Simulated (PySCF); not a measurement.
Löwdin shares of the frontier orbitals

B₂Cl₂F₂H₂Si.
Z-matrix (Å and degrees, PBE0-D3(BJ)/def2-SVP geometry), rows numbered from 1:
```
F 
B   1  1.3185
F   2  1.3193  1  116.66
Si  2  2.0350  1  121.78  3   177.16
B   4  2.0221  2  104.28  1   -89.80
Cl  5  1.7476  4  120.46  2    88.88
Cl  5  1.7478  4  120.66  2   -86.87
H   4  1.4940  2  110.06  1    29.26
H   4  1.4941  2  109.98  1   151.33
```

Computed, not measured: PySCF, TDDFT CAM-B3LYP/def2-SVPD, vertical, gas phase, core orbitals frozen in the response.

Kohn–Sham orbitals with the atoms that hold most of them (Löwdin shares over 4%, at most four atoms; ? is withheld):

```json
{"orbital": "LUMO+2", "ε (eV)": "0.59", "atoms": "B2 28%, B5 26%, Cl6 12%, Cl7 12%"}
{"orbital": "LUMO+1", "ε (eV)": "0.18", "atoms": "B2 25%, B5 21%, Si4 18%, F1 10%"}
{"orbital": "LUMO", "ε (eV)": "?", "atoms": "B5 38%, Si4 15%, Cl6 15%, Cl7 15%"}
{"orbital": "HOMO", "ε (eV)": "-9.84", "atoms": "?"}
{"orbital": "HOMO-1", "ε (eV)": "-10.78", "atoms": "?"}
{"orbital": "HOMO-2", "ε (eV)": "-10.88", "atoms": "Si4 31%, B2 19%, F3 8%, F1 8%"}
{"orbital": "HOMO-3", "ε (eV)": "-11.26", "atoms": "Cl7 45%, Cl6 45%, B5 10%"}
```

Task: Which atoms hold the HOMO, and with what shares?

Result: Si4 (bonded to 2 B and 2 H) 24%; B5 (bonded to 2 Cl and Si) 21%; Cl6 (bonded to B) 19%; Cl7 (bonded to B) 19%. By element: chlorine 38%, silicon 24%, boron 21% or more.

Task: Give the leading atoms of the HOMO-1.

Result: Cl7 (bonded to B) 44%; Cl6 (bonded to B) 42%; Si4 (bonded to 2 B and 2 H) 6%. By element: chlorine 86%, silicon 6%.

Task: What is the LUMO energy, and the HOMO–LUMO gap?

Result: ε(LUMO) = -1.44 eV; the gap is 8.40 eV (0.3086 hartree).

Task: The HOMO–LUMO gap is 8.40 eV. Where does the response calculation put the lowest singlet, and from which orbitals?

Result: S1 is at 4.70 eV (f = 0.017), 3.69 eV below the gap, made of HOMO→LUMO (93%). 

Task: Give energy, strength and leading configuration of S1, S2, S3 and S5, and follow the Löwdin shares of the leading atoms from the occupied to the empty orbital.

Result: 
- S1 (4.70 eV, f 0.017), HOMO→LUMO (93%): Si4 24% → 15%, B5 21% → 38%
- S2 (5.58 eV, f 0.0000), HOMO-1→LUMO (93%): Cl7 44% → 15%, Cl6 42% → 15%, B5 at most 4% → 38%, Si4 6% → 15%
- S3 (6.22 eV, f 0.105), HOMO-2→LUMO (89%): Si4 31% → 15%, B2 19% → at most 15%, B5 at most 9% → 38%
- S5 (6.83 eV, f 0.029), HOMO→LUMO+1 (80%): Si4 24% → 18%, B5 21% → 21%, B2 at most 17% → 25%

Time: 2.9 min of wall time (with the writing of density and orbital grids); peak memory 0.99 GiB. Hardware: one thread of an Arm Neoverse V2, shared host with 96 logical CPUs at a one-minute load of 69.

One conformer stands for the species.
